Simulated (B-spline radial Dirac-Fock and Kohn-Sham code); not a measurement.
**Kohn-Sham estimates against Dirac-Fock for the levels of W⁺**

System: the W⁺ ion, 1s2 2s2 2p6 3s2 3p6 3d10 4s2 4p6 4d10 4f14 5s2 5p6 5d5 (an excited configuration).

The density-functional columns are spherical, spin-unpolarised Dirac-Kohn-Sham results without Breit or QED terms: −ε is minus the orbital energy of the initial state and ΔSCF the difference of two total energies. The reference in the last column comes from Dirac-Fock (average of configuration) total-energy differences with a finite nucleus, the Breit interaction including its frequency dependence, and self-energy and vacuum-polarisation corrections. All numbers are from a radial atomic solver, in eV; a selection of levels is shown. For the 1s level of heavy atoms much of the gap between ΔSCF and the reference is the Breit and QED part, -349.2 eV here; for other levels the error of the functional can be larger.

```csv
level,PBE −ε,PBE ΔSCF,Dirac-Fock
K (1s),69377.0,69931.5,69533.6
L1 (2s),11970.8,12070.0,12119.5
L2 (2p1/2),11450.1,11578.7,11556.0
L3 (2p3/2),10097.4,10207.6,10218.5
M1 (3s),2760.7,2787.9,2838.8
M2 (3p1/2),2528.2,2557.7,2590.2
M3 (3p3/2),2235.7,2262.2,2297.3
M4 (3d3/2),1843.3,1875.8,1884.1
M5 (3d5/2),1779.7,1811.1,1821.7
N1 (4s),573.5,585.4,614.4
N2 (4p1/2),476.9,488.8,510.8
N3 (4p3/2),409.1,420.5,443.0
N4 (4d3/2),250.4,261.5,272.9
N5 (4d5/2),237.9,248.8,260.4
N6 (4f5/2),39.38,49.35,45.90
N7 (4f7/2),37.14,47.02,43.77
O1 (5s),83.92,90.77,94.68
O2 (5p1/2),55.45,61.92,62.04
O3 (5p3/2),45.74,51.90,52.37
"O4,5 (5d)",10.16,14.88,13.18
```

Values without a named source are computed, but for edge energies of neutral atoms, which are taken from tables.
